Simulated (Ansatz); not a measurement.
Total energies of C$_{6}$H$_{15}$GaO, SMILES `C[CH](C)[Ga]([OH])[CH](C)C`.

Z-matrix (Å, degrees):
```
C
C 1 1.523
H 1 1.097 2 111.3
H 1 1.094 2 112.2 3 -120.1
H 1 1.095 2 111.6 3 119.2
Ga 2 1.990 1 112.7 3 178.6
C 2 1.527 1 111.6 3 -56.2
H 2 1.098 1 108.4 3 62.4
O 6 1.805 2 117.5 1 -3.4
C 6 1.981 2 131.2 1 173.3
H 7 1.095 2 111.6 1 -61.5
H 7 1.094 2 112.3 1 177.9
H 7 1.097 2 111.1 1 57.6
H 9 0.959 6 114.2 2 -0.3
C 10 1.528 6 109.3 2 -98.6
C 10 1.525 6 111.3 2 138.4
H 10 1.096 6 107.7 2 19.0
H 15 1.094 10 111.4 6 -61.0
H 15 1.094 10 112.6 6 60.0
H 15 1.097 10 110.8 6 180.0
H 16 1.094 10 112.4 6 -62.9
H 16 1.097 10 110.8 6 177.0
H 16 1.093 10 111.2 6 57.4
```

The species carries charge 0 and has multiplicity 1. Correlated methods include outer-core shells of Ga, which these sets cover unevenly. Scalar relativity is left out up to krypton. All single points use the PBE0-D4/def2-TZVP geometry. It is one conformer, not always the lowest. Basis def2-TZVPP, the Gaussian-basis code of Ansatz.

RPA on PBE orbitals: Hartree–Fock energy of these orbitals -2234.10090 Eh, correlation -2.51705 Eh (frozen core).

```
 functional  energy without D4 (Eh)  D4 term (kJ/mol)
LDA (SPW92)             -2232.07104                 –
        PBE             -2237.18739             -53.0
     revPBE             -2237.65781            -157.2
     r2SCAN             -2237.70659             -14.4
     B97M-V             -2237.51878                 –
       PBE0             -2237.27356             -45.4
    r2SCANh             -2237.68343             -15.3
    LC-ωPBE             -2237.47097                 –
    ωB97X-V             -2237.63982                 –
    ωB97M-V             -2237.63389                 –
```

Problem. Give the same for BLYP, B3LYP, r2SCAN0, HSE06 (plane-wave form), BHLYP, CAM-B3LYP, B2PLYP, PBE-QIDH. (Estimate.)

Solution. The calculation gave: 
```csv
functional,energy without D4 (Eh),D4 term (kJ/mol)
BLYP,-2237.80756,-113.7
B3LYP,-2237.96837,-84.2
r2SCAN0,-2237.65102,-16.8
HSE06 (plane-wave form),-2237.25423,-42.5
BHLYP,-2237.68140,-64.6
CAM-B3LYP,-2237.85546,-46.3
B2PLYP,-2237.25946,–
PBE-QIDH,-2236.90223,–
```

B3LYP takes the VWN-RPA correlation (the form of Gaussian; ORCA's B3LYP/G). HSE06 is the plane-wave form, built on full-range PBE exchange. The double hybrids freeze the cores in their second-order part.

LC-ωPBE has ω = 0.4 bohr⁻¹.
